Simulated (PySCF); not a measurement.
Calculations on `C1[SiH](CCOC1)Br`, in the order of a workflow; each names the level of the geometry that it ran on. Settings lines and outputs come from a driver script.

Compound: C4H9BrOSi.
Atom-mapped SMILES: `[Br:1][SiH:2]1[CH2:3][CH2:4][O:5][CH2:6][CH2:7]1` (hydrogens: H8 on Si2; H9, H10 on C3; H11, H12 on C4; H13, H14 on C6; H15, H16 on C7)

Step 1: PBE0-D3(BJ)/def2-SVP geometry optimisation, gas phase (PySCF 2.14.0) (from the GFN2-xTB geometry)
```json
{"job": {"xc": "PBE0", "basis": "def2-SVP", "d3": "d3bj", "grid": 1, "shake": 0.01, "kind": "geom"}, "charge": 0, "multiplicity": 1}
```
```
step   0  E = -3095.51779006  max force = 0.034379
step   1  E = -3095.52244980  max force = 0.007401
step   2  E = -3095.52317876  max force = 0.002870
step   3  E = -3095.52327362  max force = 0.000988
step   4  E = -3095.52328255  max force = 0.000473
step   5  E = -3095.52326448  max force = 0.001428
step   6  E = -3095.52325490  max force = 0.001621
step   7  E = -3095.52327800  max force = 0.001047
step   8  E = -3095.52329244  max force = 0.000463
step   9  E = -3095.52330203  max force = 0.000379
optimisation converged
```

Final energy -3095.52330 Eh after 9 steps; dipole 1.07 D. Energies in Eh; «max force» is the largest Cartesian gradient component in Eh/bohr.

On Arm Neoverse N1, one thread, no GPU, on a shared host, this took 3.7 min wall and 0.71 GiB of memory at its peak.

Step 2: TDDFT CAM-B3LYP/def2-SVPD, vertical, gas phase, core orbitals frozen in the response (PySCF 2.14.0, density-fitted response routines) (on the PBE0-D3(BJ)/def2-SVP geometry)
```json
{"job": {"kind": "uv", "xc": "CAM-B3LYP", "basis": "def2-SVPD", "dynamic": true, "nstates": 6, "ntriplets": 0}, "charge": 0, "multiplicity": 1}
```
```
...
Static polarisability (au): isotropic 94.827, principal 89.168 92.253 103.059
Singlet excitations
state   eV       nm        f      main configurations
  1   6.9499    178.4   0.01858   H-1->L 0.76, H-1->L+1 0.11
  2   6.9792    177.6   0.01479   H->L 0.47, H-2->L 0.34
  3   7.3002    169.8   0.01159   H->L+1 0.43, H->L 0.17, H-2->L 0.16
  4   7.5860    163.4   0.00971   H->L+1 0.42, H-2->L 0.31, H->L 0.13
  5   7.7485    160.0   0.03429   H-1->L+1 0.74, H-1->L 0.12
  6   7.8992    157.0   0.00141   H->L+2 0.60, H->L+4 0.16, H-2->L+2 0.10
```

HOMO -9.02 eV, LUMO 0.93 eV; lowest singlet 6.95 eV; mean polarisability 94.8 au.

The run took 2.1 min (grids of density and orbitals included) on Arm Neoverse N1, one thread, no GPU, shared host with 64 logical CPUs at a one-minute load of 25, and the process peaked at 1.2 GiB of memory.

Step 3: core-valence-separated TDA BHandHLYP/aug-pcX-1 H:pcseg-1 Si:def2-SVPD Br:def2-SVPD, K edges, non-relativistic, gas phase (PySCF 2.14.0, density-fitted response routines) (on the PBE0-D3(BJ)/def2-SVP geometry)
```json
{"job": {"kind": "xas", "xc": "BHandHLYP", "basis": {"default": "aug-pcX-1", "H": "pcseg-1", "Si": "def2-SVPD", "Br": "def2-SVPD"}}, "charge": 0, "multiplicity": 1}
```
```
...
C K edge
   eV          f      from atoms
  285.407   0.01291   C6 C2
  285.409   0.01460   C2 C6
  285.809   0.01477   C2
  285.817   0.01113   C6
  285.914   0.00602   C2 C6
  285.916   0.04871   C6 C2
  286.130   0.00581   C6
  286.143   0.00523   C2
  286.720   0.01520   C6
  286.724   0.01568   C2
  286.905   0.04671   C3 C5
  286.908   0.01355   C5 C3
  287.076   0.00237   C6
  287.086   0.00245   C2
  287.295   0.00102   C6
  287.301   0.00129   C2
  287.457   0.00501   C6
  287.467   0.00609   C2
  287.573   0.00457   C3 C5
  287.575   0.05956   C5 C3
...
```

Lowest C 1s excitation 285.4 eV; lowest O 1s excitation 533.7 eV; the energies are raw, with no shift to experiment and no relativistic term. The log counts atoms from 0, this text from 1.

Time: 60 s of wall time; peak memory 1.3 GiB. Hardware: one thread of an Arm Neoverse N1 (shared host).

Geometry of the electronic-property runs (PBE0-D3(BJ)/def2-SVP):
```
atom  x, y, z in Å
Br1    0.8832   -0.4137    3.1446
Si2    0.3572   -1.0867    1.0677
C3    -1.3761   -0.4919    0.6633
C4    -1.3397    1.0025    0.3262
O5    -0.4244    1.3196   -0.6904
C6     0.9271    1.2669   -0.3144
C7     1.4485   -0.1637   -0.1475
H8     0.5170   -2.5679    1.0353
H9    -1.7322   -1.0583   -0.2151
H10   -2.0787   -0.6875    1.4888
H11   -2.3247    1.3367   -0.0344
H12   -1.1121    1.5855    1.2425
H13    1.0872    1.8354    0.6249
H14    1.4856    1.7870   -1.1080
H15    1.3951   -0.6882   -1.1178
H16    2.5029   -0.1639    0.1709
```

One conformer stands for the species.
